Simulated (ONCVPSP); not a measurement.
Scattering properties, ONCV potential for boron (B)

```
Element                 : B (Z = 5)
Generator               : ONCVPSP 4.0.1
Type                    : optimised norm-conserving Vanderbilt (ONCV)
Functional              : PBE
Relativity              : scalar-relativistic
Frozen core             : [He]
Valence charge          : 3
Reference configuration : 2s1.5 2p1.5
Partial waves           : 2s: rc 1.10 bohr, ncon 5, nbas 8, qcut 4.9 1/bohr, local; 2p: rc 2.75 bohr, ncon 4, nbas 8, qcut 6 1/bohr, 2 projectors, debl 1.1 Ha; d scattering state at 0.07 Ha: rc 2.10 bohr, ncon 3, nbas 6, qcut 4.7 1/bohr, 2 projectors, debl 2 Ha
Local potential         : the s channel
Core correction         : none
```

The phase is arctan(r·R′/R) of the radial function R(r), unwrapped; energies in Ha, scanned from -2 to 5 Ha. A pole is an energy at which the radial function vanishes at the test radius. The pseudo phase is shifted by a multiple of π to meet the all-electron one at the reference energy, and phase errors are pseudo minus all-electron; the curves can meet again beyond the range given. Levels narrower than the energy grid can be missing from the lists of poles.

Q: For each channel, where are the poles, and over which energies does the pseudopotential scatter like the atom?

A:

| channel | radius (bohr) | reference energy (Ha) | poles, all-electron | poles, pseudo | unbroken range about the reference energy with phases within 0.05 rad | phase error 1 Ha above the reference energy (rad) |
| --- | --- | --- | --- | --- | --- | --- |
| s | 1.12 | -0.36 | none | 4.53 | below 3.1 | -0.012 |
| p | 2.79 | -0.14 | 0.10, 2.12 | 0.10, 2.14 | below 3.0 | +0.000 |
| d | 2.13 | 0.07 | 2.41 | 2.41 | below 4.1 | +0.000 |

Phases in the d channel:

```
E (Ha)  all-electron  pseudo
 -1.98         1.294   1.294
 -1.62         1.264   1.264
 -1.26         1.223   1.223
 -0.90         1.164   1.164
 -0.54         1.073   1.073
 -0.18         0.910   0.910
  0.18         0.570   0.570
  0.54        -0.148  -0.148
  0.90        -0.866  -0.866
  1.26        -1.210  -1.210
  1.62        -1.379  -1.379
  1.98        -1.482  -1.482
  2.34        -1.558  -1.558
  2.70        -1.626  -1.625
  3.06        -1.699  -1.698
  3.42        -1.800  -1.798
  3.78        -1.991  -1.983
  4.14        -2.567  -2.515
  4.50        -3.820  -3.744
  4.86        -4.304  -4.271
```
